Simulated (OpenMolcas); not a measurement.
**Computed transition rates of Ni III**

- Program: OpenMolcas 26.06
- Method: CASSCF
- Basis: ANO-R3 [7s5p5d3f2g1h]
- Scalar Hamiltonian: X2C, finite nucleus
- Active space: 8 electrons in 5 orbitals (3d)
- State averaging: 2S+1 = 3 even, 10 roots; 2S+1 = 1 even, 15 roots
- Spin-orbit coupling: RASSI with atomic mean-field integrals over the reference wave functions, term energies averaged over their components

Rates come from the transition moments of the reference wave functions (E1 and E2 in the length form). At fixed line strength A goes as λ^-3 for E1 and M1 and as λ^-5 for E2, so a rate at the computed wavelength can be rescaled to the measured one. Measured vacuum wavelengths follow from level energies in Corliss and Sugar, J. Phys. Chem. Ref. Data 10, 197 (1981). Branching counts decays inside the model space alone, at computed energies, and the table is only a selection of the E2 and M1 lines, drawn from those between levels with measured partners whose computed energy lies within a factor of 1.5 of the measured one.

```tsv
Upper	Lower	Type	λ computed (nm)	λ measured (nm)	A computed (s-1)	A rescaled (s-1)	Branching %
3d8 3P0	3d8 3P1	M1	36760	39540	1.09e-03	8.76e-04	0.6
3d8 3F2	3d8 3F3	M1	10710	11000	2.93e-02	2.70e-02	100.0
3d8 3F3	3d8 3F4	M1	7364	7349	6.54e-02	6.58e-02	100.0
3d8 3P2	3d8 1D2	M1	2760	3802	1.39e-01		31.4
3d8 3P1	3d8 1D2	M1	2492	3394	1.13e-01		36.4
3d8 1D2	3d8 3F2	M1	673.3	850.2	2.79e-01		30.0
3d8 1D2	3d8 3F3	M1	633.4	789.2	6.43e-01		69.1
3d8 1D2	3d8 3F4	E2	583.3	712.7	6.98e-03		0.8
3d8 3P2	3d8 3F2	M1	541.2	694.8	1.21e-02		2.7
3d8 3P2	3d8 3F2	E2	541.2	694.8	3.48e-03	9.98e-04	0.8
3d8 3P1	3d8 3F2	E2	530.1	679.9	5.40e-02	1.56e-02	17.4
3d8 3P1	3d8 3F2	M1	530.1	679.9	2.05e-03		0.7
3d8 3P0	3d8 3F2	E2	522.5	668.4	1.78e-01	5.20e-02	99.4
3d8 3P2	3d8 3F3	M1	515.2	653.6	6.48e-02		14.7
3d8 3P2	3d8 3F3	E2	515.2	653.6	3.55e-02	1.08e-02	8.0
3d8 3P1	3d8 3F3	E2	505.1	640.3	1.40e-01	4.28e-02	45.1
3d8 3P2	3d8 3F4	E2	481.5	600.2	1.87e-01	6.21e-02	42.4
3d8 1G4	3d8 3F3	M1	396.5	459.8	2.07e-01		33.8
3d8 1G4	3d8 3F4	M1	376.2	432.7	4.04e-01		65.9
3d8 1S0	3d8 3P1	M1	233.3	281.3	6.34e+00		14.1
3d8 1S0	3d8 3P2	E2	231.2	278.8	2.38e+00		5.3
3d8 1S0	3d8 1D2	E2	213.3	259.7	3.59e+01	1.34e+01	79.9
3d8 1S0	3d8 3F2	E2	162	199	3.13e-01		0.7
```

Spin-changing lines and M1 lines between different terms are not rescaled, since their strength hangs on the term gaps too.

The largest correction is for 3d8 3P2 → 3d8 3F2 (E2): 3.48e-03 × (541.2 / 694.8)^5 = 9.98e-04 s-1, a factor of 0.29.

The computed rate and branching of 3d8 3F3 → 3d8 3F4 give the upper level a radiative lifetime of 1.000 / 6.54e-02 s-1 = 1.53e+01 s, counting decays inside the model space alone. The rescaled rate gives about 1.5e+01 s.

These are rates of the free ion; in crystals, glasses and complexes forced electric-dipole and non-radiative decay shorten such lifetimes by orders of magnitude. No measured rate stands beside these. Rescaling mends the energy factor alone: line strengths can still be far off where a level mixes with configurations outside the active space, and weak or spin-changing lines hang on small mixing coefficients that depend on the term gaps too, so rescaling need not improve them.

Without dynamic correlation excited terms often stand tens of per cent too high (terms of higher spin than the ground term too low), and those without a measured partner can miss by more than the paired ones. Some levels mix across a computed gap that differs much from the measured one, so their mixing is not that of the real levels. Computed and measured levels are paired by configuration, term and J; levels that our copy of the source lacks, or whose pairing is in doubt (as where it misses far off the trend of its configuration), stay unpaired. Only configurations of the active space appear.
